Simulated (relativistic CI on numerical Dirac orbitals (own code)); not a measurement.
**Pt3+: 4d photoemission**

Computed with this model: Dirac-Coulomb-Breit CI, orbitals from a KLI potential per configuration, model QED (radiative potential, 1s self-energy scaled to tabulated hydrogen-like ionisation energies), valence Slater integrals scaled by 0.7, multiplet model of photoemission in the sudden approximation; configurations [Xe] 4f14 5d7 → [Kr] 4d9 4f14 5s2 5p6 5d7; 300 K; Lorentzian 4.9 eV and Gaussian 0.6 eV FWHM. Energies are those of the free ion, without screening or charge transfer. The energies are binding energies and can lie tens of eV above those of solids. S is read from ⟨S²⟩ = S(S + 1).

Field parameters in Wybourne normalisation: Oh B⁴₀ = 21Dq, B⁴₄ = √(5/14) B⁴₀. The field is a parameter set, without covalency.

Computed curve for Oh, 10Dq = 31700 cm⁻¹, scaled to 100 at the maximum (points under 2 are left out and the grid is thinned):

Energy (eV), Intensity and a bar:
```
    345.0        2.1 
    346.2        2.4 
    347.8        2.8 
    349.0        3.3 
    350.2        3.8 #
    351.8        4.8 #
    353.0        5.9 #
    354.6        7.9 ##
    355.8       10.1 ##
    357.0       13.5 ####
    358.6       21.3 ######
    359.8       32.1 #########
    361.0       51.0 ###############
    362.6       88.8 ###########################
    363.8       99.5 ##############################
    365.0       78.6 ########################
    366.6       46.4 ##############
    367.8       32.2 #########
    369.0       23.6 #######
    370.6       17.0 #####
    371.8       14.5 ####
    373.4       13.7 ####
    374.6       14.8 ####
    375.8       18.0 #####
    377.4       27.6 ########
    378.6       41.9 ############
    379.8       61.4 ##################
    381.4       65.7 ####################
    382.6       46.8 ##############
    383.8       30.1 #########
    385.4       17.6 #####
    386.6       12.5 ###
    387.8        9.2 ##
    389.4        6.5 #
    390.6        5.2 #
    392.2        4.0 #
    393.4        3.3 
    394.6        2.8 
    396.2        2.4 
    397.4        2.1
```

The ground state has S = 0.60, and the centroid lies at 370.56 eV.
